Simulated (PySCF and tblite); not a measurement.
The numbers below are computed, except where a source is named.
# Conformer ensemble of C₅H₆OS, numbered as in [SH:1][CH2:2][c:3]1[cH:4][cH:5][cH:6][o:7]1

The ensemble was built from 90 distance-geometry starts (ETKDG, MMFF94s, GFN2-xTB) and rests on GFN2-xTB geometries. Energies: PBE0-D3(BJ)/def2-SVP (IEF-PCM, chloroform), with GFN2-xTB thermal terms (modes under about 100 cm⁻¹ blended into free rotors). Symmetry numbers and mirror images are counted. Conformers within 3 kcal/mol (GFN2-xTB free energy) were kept, 10 at most. GIAO shieldings: B97-2/pcSseg-1 (IEF-PCM, chloroform). Shifts are against TMS (¹H), TMS (¹³C) at the same level. Codes: tblite and PySCF.

Torsions listed: H1–S1–C2–C3, S1–C2–C3–O7. Of a mirror pair one member is shown.

```json
{"conformer": "1", "shape": "-59°, 88°", "symmetry": "C1 (pair)", "E(GFN2) kcal/mol": "0.00", "E(DFT) kcal/mol": "0.00", "G(298.15 K) kcal/mol": "0.00", "weight %": "56.6", "dipole D": "1.65"}
{"conformer": "2", "shape": "-58°, -93°", "symmetry": "C1 (pair)", "E(GFN2) kcal/mol": "0.33", "E(DFT) kcal/mol": "0.38", "G(298.15 K) kcal/mol": "0.36", "weight %": "30.7", "dipole D": "2.18"}
{"conformer": "3", "shape": "180°, -96°", "symmetry": "C1 (pair)", "E(GFN2) kcal/mol": "1.83", "E(DFT) kcal/mol": "1.22", "G(298.15 K) kcal/mol": "0.89", "weight %": "12.7", "dipole D": "1.81"}
```

Weights (%) against temperature:

| T (K) | 1 | 2 | 3 | S(mix) cal/mol/K |
| --- | --- | --- | --- | --- |
| 200 | 67.2 | 26.7 | 6.1 | 2.95 |
| 250 | 61.1 | 29.3 | 9.6 | 3.14 |
| 298.15 | 56.6 | 30.7 | 12.7 | 3.26 |
| 350 | 52.9 | 31.6 | 15.5 | 3.34 |
| 400 | 50.2 | 32.1 | 17.8 | 3.40 |

Averaged shifts at 298.15 K. ¹H: 7.53 (H6, 1H), 6.74 (H5, 1H), 6.65 (H4, 1H), 4.00 (H2, 2H) ppm. ¹³C: 158.4 (C3), 144.3 (C6), 116.6 (C5), 113.4 (C4), 29.1 (C2) ppm.

Coordinates of conformer 1 (Å):

```xyz
13

S    -2.559    0.519   -1.076
C    -1.659   -0.492    0.182
C    -0.205   -0.234    0.151
C     0.805   -0.816   -0.560
C     1.988   -0.126   -0.202
C     1.610    0.826    0.692
O     0.286    0.772    0.911
H    -2.164    1.699   -0.605
H    -1.881   -1.523   -0.084
H    -2.083   -0.250    1.156
H     0.715   -1.632   -1.247
H     2.978   -0.315   -0.563
H     2.164    1.572    1.226
```

Coordinates of conformer 2 (Å):

```xyz
13

S     2.507    0.575    1.215
C     1.690   -0.398   -0.127
C     0.218   -0.271   -0.081
C    -0.621    0.675   -0.600
C    -1.928    0.300   -0.208
C    -1.785   -0.838    0.521
O    -0.493   -1.190    0.605
H     2.004    1.754    0.855
H     1.994   -1.426    0.057
H     2.093   -0.046   -1.075
H    -0.343    1.525   -1.190
H    -2.841    0.810   -0.440
H    -2.498   -1.469    1.014
```

H on N, O and S are left out: they exchange, and hydrogen bonds move them by several ppm. Shifts are unscaled: against experiment ¹³C can be off by 15 ppm or more and ¹H by 0.8 ppm.

Search and properties took 83 s on 1 thread of Arm Neoverse V1, on a host shared with other jobs (rough), launched as `OMP_NUM_THREADS=1 python ens_run.py task.json out`.
